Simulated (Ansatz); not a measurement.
Reaction (isomerisation): `CO[SiH2][SiH2]O` → `CO[SiH](O)[SiH3]`

Gas-phase electronic energies from Ansatz, PBE0-D4/def2-TZVP geometries. CCSD(T)/CBS adds triple-zeta CCSD(T) − MP2 to the extrapolated MP2 energy (def2 sets, frozen cores). Functionals use def2-TZVPP. Each species was taken in one conformer, which may not be the lowest.

`CO[SiH2][SiH2]O`:

```xyz
13

C     0.467   -1.537   -1.596
O     0.102   -0.431   -0.800
Si    0.212   -0.441    0.857
Si   -0.571    1.734    1.296
O    -0.830    2.378   -0.203
H     0.301   -1.279   -2.643
H    -0.138   -2.417   -1.353
H     1.525   -1.790   -1.462
H     1.621   -0.710    1.273
H    -0.618   -1.548    1.418
H    -1.833    1.728    2.087
H     0.419    2.556    2.044
H    -0.657    1.757   -0.918
```

`CO[SiH](O)[SiH3]`:

Z-matrix (Å, degrees):
```
C
O 1 1.411
H 1 1.094 2 111.1
H 1 1.091 2 108.3 3 119.4
H 1 1.096 2 111.4 3 -121.2
Si 2 1.640 1 123.7 3 74.0
Si 6 2.343 2 104.5 1 172.0
O 6 1.649 2 113.1 1 -65.6
H 6 1.487 2 109.6 1 48.7
H 7 1.489 6 110.3 2 -174.4
H 7 1.490 6 109.8 2 66.7
H 7 1.487 6 111.2 2 -53.7
H 8 0.958 6 117.5 2 -68.9
```

```csv
species,PBE0 energy (Eh)
`CO[SiH2][SiH2]O`,-772.05942
`CO[SiH](O)[SiH3]`,-772.07101
```

**Question.** Work out ΔE.

**Answer.** ΔE = (-772.07101) − (-772.05942) = -0.01159 Eh = -30.4 kJ/mol. CCSD(T)/CBS gives -30.0 kJ/mol.

Largest T1 diagnostic among the species: 0.012.

Leaving LDA and LC-ωPBE aside and taking each functional with its dispersion term where it has one, the values, not all of them listed here, spread over 1.7 kJ/mol, from r2SCAN-D4 to BHLYP-D4.
